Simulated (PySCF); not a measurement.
How methods differ on the excitation energy of Cl

Cl [Ne] 3s2 3p5 (2P) → Cl [Ne] 3s1 3p6 (2S), as a difference of total energies. All numbers are calculated (PySCF 2.14, scalar relativity by spin-free X2C-1e, in aug-cc-pVQZ-DK). Correlated levels: valence: [Ne] frozen. The calculations carry no spin-orbit coupling.

```tsv
method	excitation energy (eV)	error (eV)
UHF	15.581	+4.995
LDA	11.936	+1.350
PBE	12.174	+1.588
PBE0	13.038	+2.452
r2SCAN	12.919	+2.333
r2SCAN0	13.508	+2.922
BP86	12.168	+1.582
CAM-B3LYP	13.096	+2.510
TPSS	12.515	+1.929
MP2 (valence)	13.126	+2.540
SCS-MP2 (valence)	12.882	+2.296
```

Reference: 10.586 eV (measured; NIST levels, between the centres of gravity of the two terms).

Errors of the correlated levels include the incompleteness of this basis and the frozen core.

Every method misses the reference by a wide margin, which points to the basis or the choice of state and not to the methods.
